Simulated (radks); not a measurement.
Species: the iron ion Fe11+. Configuration: [Ne] 3s2 3p(1/2: 1, 3/2: 2). All-electron calculation, Dirac Kohn-Sham, relativistic LDA (MacDonald-Vosko exchange, VWN5 correlation), spin-unpolarised, spherical densities, finite nucleus; Fermi nuclear charge, rms radius 3.7377 fm. Program: a radial shooting solver on a logarithmic mesh with Libxc functionals.

Normalised radial functions P(r) = r R(r) (large component), r in bohr:

| r | 2p3/2 |
|---|---|
| 0.00303 | 0.0048 |
| 0.003821 | 0.0075 |
| 0.004781 | 0.0116 |
| 0.005981 | 0.0179 |
| 0.007483 | 0.0273 |
| 0.009362 | 0.0417 |
| 0.01181 | 0.0641 |
| 0.01477 | 0.0965 |
| 0.01848 | 0.1438 |
| 0.02312 | 0.2118 |
| 0.02892 | 0.3076 |
| 0.03618 | 0.4389 |
| 0.04563 | 0.6199 |
| 0.05709 | 0.8420 |
| 0.07142 | 1.1066 |
| 0.08936 | 1.3970 |
| 0.1118 | 1.6794 |
| 0.141 | 1.9083 |
| 0.1764 | 2.0053 |
| 0.2207 | 1.9301 |
| 0.2761 | 1.6700 |
| 0.3454 | 1.2695 |
| 0.4356 | 0.8085 |
| 0.5449 | 0.4291 |
| 0.6817 | 0.1791 |
| 0.8529 | 0.0555 |
| 1.067 | 0.0119 |
| 1.346 | 0.0015 |
| 1.684 | 0.0001 |
| 2.106 | 0.0000 |

2p3/2: eigenvalue -994.04 eV, 0 radial nodes, <r> = 0.235 bohr, 90 % of the charge inside 0.384 bohr.
